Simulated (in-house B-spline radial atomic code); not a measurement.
A fraction x of an electron is removed from 4s in Ge2+, starting from [Ar] 3d10 4s2 and keeping the highest spin. Computed with a radial B-spline atomic code at the basis-set limit: non-relativistic PBE, spin-polarised, spherical fractional occupations, point nucleus.

```
   x  E(x) - E(0) (eV)  4s down level (eV)
   0            0.0000             -28.784
0.07            2.0395             -29.487
0.15            4.4307             -30.293
0.26            7.8241             -31.405
 0.4           12.3203             -32.828
 0.5           15.6542             -33.851
0.61           19.4400             -34.984
0.67           21.5577             -35.605
0.81           26.6444             -37.064
0.88           29.2644             -37.790
   1           33.8707                   -
```

The exact functional would give a straight line between the two integer points. Deviations E(x) - E(0) - x[E(1) - E(0)], in eV: -0.331 at x = 0.07, -0.65 at x = 0.15, -0.982 at x = 0.26, -1.228 at x = 0.4, -1.281 at x = 0.5, -1.221 at x = 0.61, -1.136 at x = 0.67, -0.791 at x = 0.81, -0.542 at x = 0.88.

The curve lies below the straight line by up to 1.281 eV (at x = 0.5): convex, the delocalisation error that favours fractional charges.

Task: How well does Slater's transition state (minus the level at half occupation) give the ionisation energy?

Result: It gives 33.851 eV against 33.871 eV from the two total energies; NIST lists 34.06 eV, ground level to ground level.
